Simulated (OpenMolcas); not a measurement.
Ti2+ (d2) among equal point charges was computed by CASSCF with the d shell active (OpenMolcas, ANO-RCC-VTZP on the metal). Its lowest spin-free states, and all those of the highest spin:

```tsv
2S+1	Degeneracy	E (cm-1)
3	2	0.0
3	1	870.5
3	2	2379
3	2	2862
1	1	8738
1	2	10734
1	2	11082
3	1	12112
1	2	15734
1	2	16838
3	2	18806
1	2	21451
```

Task: Is the site octahedral, tetrahedral or cube-like, axial, or of lower symmetry?

Result: The states with 2S+1 = 3 have orbital degeneracies 2, 1, 2, 2, 1, 2. There are pairs but no triples, so the site is axial: not cubic, but with a proper or improper axis of order three or more. The run had Ti2+ among 2 point charges of -0.8 e arranged as a linear pair (D∞h), 1.9 Å from the ion.

Without dynamic correlation the repulsion within the d shell is too large (B by tens of per cent), so at a given field states of lower spin stand too high. The ground term spreads over less than 5000 cm-1, several times less than with real ligands, so orbital moments are less quenched and χT lies further from the spin-only value than at real sites. This is an electrostatic model: the charges have no orbitals. No measured value stands beside these numbers.
